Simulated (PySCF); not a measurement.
Species: `CC(=S)C#CC(=O)O`. The columns A, B, C and D hold Mulliken, IAO, Hirshfeld and ESP-fitted charges (e) of one PBE0/pcSseg-1 density (PySCF), in a shuffled order. Coordinates in Å (GFN2-xTB); the density's dipole moment is (0.06, 2.14, 1.08) D.

| atom | x | y | z | A | B | C | D |
| --- | --- | --- | --- | --- | --- | --- | --- |
| C1 | -2.227 | 0.893 | -0.609 | -0.112 | -0.147 | -0.285 | -0.430 |
| C2 | -1.546 | -0.376 | -0.235 | +0.054 | -0.536 | +0.267 | -0.047 |
| S3 | -2.330 | -1.797 | -0.033 | -0.078 | +0.025 | -0.175 | -0.018 |
| C4 | -0.158 | -0.344 | -0.058 | -0.009 | +0.427 | -0.121 | +0.015 |
| C5 | 1.037 | -0.389 | 0.134 | -0.025 | -0.055 | -0.139 | -0.051 |
| C6 | 2.470 | -0.406 | 0.256 | +0.217 | +0.309 | +0.729 | +0.527 |
| O7 | 3.224 | -0.414 | -0.680 | -0.254 | -0.372 | -0.496 | -0.430 |
| O8 | 2.861 | -0.403 | 1.535 | -0.165 | -0.344 | -0.547 | -0.463 |
| H9 | -3.299 | 0.735 | -0.688 | +0.052 | +0.141 | +0.063 | +0.171 |
| H10 | -2.021 | 1.663 | 0.135 | +0.061 | +0.149 | +0.140 | +0.171 |
| H11 | -1.840 | 1.252 | -1.564 | +0.062 | +0.153 | +0.140 | +0.174 |
| H12 | 3.829 | -0.416 | 1.589 | +0.197 | +0.250 | +0.425 | +0.380 |

Q: Which column most likely holds the ESP-fitted charges?

A: C. Σ q r misses the density's dipole by 0.09 D (C), 1.05 D (A), 1.12 D (D), 2.75 D (B). Charges fitted to the outside potential are the only set here that is tied to the molecule's multipoles.

Q: And the Hirshfeld charges?

A: A. The mean sizes are 0.107 e (A), 0.240 e (D), 0.242 e (B), 0.294 e (C), and Hirshfeld charges are commonly the smallest of these schemes.

As computed, A = Hirshfeld, B = Mulliken, C = ESP-fitted, D = IAO. Hydrogens on carbon: Hirshfeld +0.05 to +0.06, Mulliken +0.14 to +0.15, ESP-fitted +0.06 to +0.14, IAO +0.17 to +0.17 e.

The Mulliken scheme gives each basis function's population to the atom it is centred on and halves the overlap population of two atoms between them. The Hirshfeld scheme weights the molecular density at each point by an atom's share of the summed free-atom densities.

Geometry: GFN2-xTB, one conformer, isolated molecule.

Shape of the structure used: `[CH3:1][C:2](=[S:3])[C:4]#[C:5][C:6](=[O:7])[OH:8]`: H–O8–C6–C5 180°.
